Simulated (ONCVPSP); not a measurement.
# antimony: ONCV pseudisation with PBE, scalar-relativistic reference atom.

* Element: Sb (Z = 51)
* Generator: ONCVPSP 4.0.1
* Type: optimised norm-conserving Vanderbilt (ONCV)
* Functional: PBE
* Relativity: scalar-relativistic
* Frozen core: [Ar] 3d10
* Valence charge: 23
* Reference configuration: 4s2 4p6 4d10 5s2 5p3
* Partial waves: 4s+5s: rc 1.45 bohr, ncon 4, nbas 7, qcut 8.1 1/bohr, 2 projectors; 4p+5p: rc 1.25 bohr, ncon 3, nbas 6, qcut 8.6 1/bohr, 2 projectors; 4d: rc 1.00 bohr, ncon 4, nbas 7, qcut 8.7 1/bohr, 2 projectors, debl 3.5 Ha
* Local potential: polynomial inside 0.70 bohr (lpopt 1, dvloc0 0 Ha)
* Core correction: polynomial model core, fcfact 0.2

Poles of the logarithmic derivatives, all-electron (AE) and pseudo (PS). s: poles at -5.2 (AE) and -5.2, 3.3 (PS) Ha. p: poles at -2.6 (AE) and -2.6 (PS) Ha. d: poles at 3.7 (AE) and 3.7 (PS) Ha. Test radii: s 1.47, p 1.27, d 1.01 bohr.

- Cutoffs needed: 82 Ha and 162 Ha (the cutoffs (Ha) at which the residual kinetic energy of the hardest occupied pseudo-wave falls to 1 and 0.1 mHa per electron)
- Ghost test: no bound ghost flagged; GHOST(+) flagged for s at 93.8 eV
- Largest excitation error: -10 meV (all-electron minus pseudo) for 4s2 4p6 4d10 5s2 5p0, out of 4 test configurations
- rms error of d²Exc/dni dnj: 3.41 mHa without and 1.59 mHa with the model core
